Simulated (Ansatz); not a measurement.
The same path of FGeH3INO (8 atoms, charge 0, multiplicity 1) was run 3 times with different band settings. The coordinate that changes most is the dihedral I5–Ge2–O3–H8.

Method: RKS B3LYP/def2-SVP in Ansatz.

Relaxed end points:

```xyz
8
Properties=species:S:1:pos:R:3
N -1.032 0.790 0.706
Ge 0.045 -0.256 -0.298
O 0.997 -1.223 0.824
F -1.001 -1.273 -1.243
I 1.585 0.832 -2.010
H -0.548 1.383 1.377
H -1.713 1.336 0.182
H 1.760 -1.644 0.405
```

```xyz
8
Properties=species:S:1:pos:R:3
N -0.870 0.580 0.820
Ge 0.203 -0.142 -0.460
O 1.377 -1.248 0.252
F -0.909 -1.034 -1.460
I 1.534 1.391 -1.952
H -0.436 1.309 1.385
H -1.761 0.919 0.460
H 0.953 -1.833 0.899
```

Common settings: movable images 7; climbing image yes; spring 5.0 eV/Å²; optimiser quadratic models (default); force threshold 0.05 eV/Å; end points relaxed.

| run | start path | iteration limit |
| --- | --- | --- |
| 1 | IDPP | 35 |
| 2 | straight line | 38 |
| 3 | straight line | 48 |

Question: What does each run give, and how far can it be trusted?

Answer: Run 1: converged after 12 iterations, highest image 0.046 eV above the first end. A vibrational analysis at the climbing image gives one clearly imaginary mode, 134i cm⁻¹: a first-order saddle point.
Run 2: converged after 17 iterations, highest image 0.046 eV above the first end. Another band between the same ends (7 images) ends at a top of the same energy, where a vibrational analysis finds 1 clearly imaginary mode.
Run 3: converged after 17 iterations, highest image 0.046 eV above the first end. Another band between the same ends (7 images) ends at a top of the same energy, where a vibrational analysis finds 1 clearly imaginary mode.
